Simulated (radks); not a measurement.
Q: The table gives one normalised radial function P(r) = r R(r) (large component) of Kr4+ in [Ar] 3d10 4s2 4p2 (r in bohr). Method: Dirac Kohn-Sham, PBE, spin-unpolarised, spherical densities, finite nucleus; open shells are shared between the two j in proportion to 2j + 1; Fermi nuclear charge, rms radius 4.1884 fm; computed with a radial shooting solver on a logarithmic mesh with Libxc functionals.

r           P
0.005138   0.0047
0.00669    0.0077
0.008642   0.0124
0.01125    0.0200
0.01465    0.0317
0.01893    0.0487
0.02465    0.0742
0.03209    0.1093
0.04146    0.1529
0.05398    0.2044
0.07029    0.2527
0.0908     0.2784
0.1182     0.2562
0.1527     0.1623
0.1989    -0.0158
0.259     -0.2386
0.3345    -0.4112
0.4356    -0.4323
0.5672    -0.2273
0.7326     0.1491
0.954      0.5759
1.242      0.8566
1.605      0.8675
2.089      0.6317
2.699      0.3321
3.514      0.1133
4.576      0.0227

Which n and l does it have? It may be an empty orbital.

A: n = 4, l = 1: the number of nodes gives n - l - 1 = 2, the rise at small r points to l (this Dirac orbital starts outside the nucleus as r^gamma with gamma = sqrt((l + 1)^2 - (Z/c)^2) = 1.98; the j = 3/2 orbital of l + 1 starts with the same power, but with a smaller coefficient, and then steepens), and the extent must fit the shell. The curve is that of 4p3/2; the two j differ most near the nucleus, where j = l - 1/2 has the larger amplitude, and in heavy atoms j = l - 1/2 is also the more compact. 4p3/2: eigenvalue -56.106 eV, 2 radial nodes at r = 0.195, 0.668 bohr, <r> = 1.61 bohr, 90 % of the charge inside 2.36 bohr.
